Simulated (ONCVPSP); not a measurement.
**zinc (Zn): one change to an ONCV potential, before and after**

* Element: Zn
* Generator: ONCVPSP 4.0.1
* Type: optimised norm-conserving Vanderbilt (ONCV)
* Functional: PBE
* Relativity: scalar-relativistic
* Frozen core: [Ne]
* Valence charge: 20
* Reference configuration: 3s2 3p6 3d10 4s2
* Partial waves: 3s+4s: rc 1.30 bohr, ncon 4, nbas 7, qcut 12.1 1/bohr, 2 projectors; 3p: rc 0.95 bohr, ncon 4, nbas 8, qcut 12.4 1/bohr, 2 projectors, debl 0.6 Ha; 3d: rc 1.20 bohr, ncon 4, nbas 9, qcut 14 1/bohr, 1 projector
* Local potential: polynomial inside 0.75 bohr (lpopt 5, dvloc0 3 Ha)
* Core correction: Teter function, fcfact 4.75, rcfact 1.5

In the p channel the program set the typed energies aside and used -3.065, 0.250 Ha.

All-electron outer shells of the reference configuration (PBE, scalar-relativistic, ld1.x):

```json
{"shell": "2p", "level (eV)": "-1004.03", "outermost node (bohr)": "–", "outermost maximum (bohr)": "0.15"}
{"shell": "3s", "level (eV)": "-129.23", "outermost node (bohr)": "0.28", "outermost maximum (bohr)": "0.59"}
{"shell": "3p", "level (eV)": "-83.40", "outermost node (bohr)": "0.25", "outermost maximum (bohr)": "0.59"}
{"shell": "3d", "level (eV)": "-10.14", "outermost node (bohr)": "–", "outermost maximum (bohr)": "0.57"}
{"shell": "4s", "level (eV)": "-5.98", "outermost node (bohr)": "0.85", "outermost maximum (bohr)": "2.09"}
```

Change: s: qcut 16.9.

Cutoffs: the cutoffs (Ha) at which the residual kinetic energy of the hardest occupied pseudo-wave falls to 1 and 0.1 mHa per electron; they do not see the model core or the augmentation charge, which bear on the density cutoff. Errors are all-electron minus pseudo energies relative to the spin-unpolarised reference configuration.

Question: Predict the effect on cutoff, ghosts and configuration errors.

Answer: The potential gets neither clearly harder nor softer (75 Ha and 83 Ha → 75 Ha and 83 Ha); the d channel sets the loose cutoff, while the largest relative change is in s, which becomes harder; of the 4 tests that both files solve, the error grows in 1 and shrinks in 0 by more than 15 % and 0.3 meV (median size 3.4 → 3.7 meV); neither file shows a bound ghost.

```tsv
quantity	base	changed
cutoff, loose	75 Ha	75 Ha
cutoff, tight	83 Ha	83 Ha
loose cutoff by channel	s 39 Ha, p 51 Ha, d 75 Ha	s 54 Ha, p 51 Ha, d 75 Ha
bound ghosts	none	none
GHOST(+) flags under 300 eV	none	none
error for 3s2 3p6 3d10 4s1, meV [ΔE 9.89 eV]	-0.1	0.0
error for 3s2 3p6 3d10 4s0, meV [ΔE 28.33 eV]	+1.8	+2.5
error for 3s2 3p6 3d9 4s0, meV [ΔE 68.86 eV]	-22	-22
error for 3s2 3p6 3d9 4s2 4p1, meV [ΔE 12.24 eV]	+5.0	+4.9
s: phases at 1.32 bohr within 0.05 rad from the reference energy up to (Ha; the scan ends near 5)	to the end of the scan	to the end of the scan
p: phases at 0.96 bohr within 0.05 rad from the reference energy up to (Ha; the scan ends near 5)	to the end of the scan	to the end of the scan
d: phases at 1.22 bohr within 0.05 rad from the reference energy up to (Ha; the scan ends near 5)	2.4	2.4
rms error of d²Exc/dni dnj with the model core, mHa	2.21	2.04
```
